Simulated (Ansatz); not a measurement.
Mo₂, SMILES `[Mo]#[Mo]`, relaxed with RKS PBE0-D4/def2-TZVP in Ansatz from a GFN2-xTB geometry. The force threshold is 0.005 eV/Å; the program also tests the step.

Charge 0, multiplicity 1. Mo takes the def2 core potential.

Start:

```xyz
2

Mo   -1.024   -0.365    0.435
Mo    1.024    0.365   -0.435
```

```csv
step,energy (eV),largest force (eV/Å),largest move (Å)
1,-3704.8555,7.084,0.000
2,-3707.7786,3.018,0.195
3 (rejected),-3707.0098,11.930,0.105
4,-3707.8991,0.289,0.030
5,-3707.9000,0.021,0.003
6,-3707.9000,0.000,0.000
```

End:

```xyz
2

Mo   -0.825   -0.294    0.351
Mo    0.825    0.294   -0.351
```

Hardware: 2 threads of an AMD EPYC 7R13 on a shared host. Wall time 16 s, peak host memory 0.19 GiB.
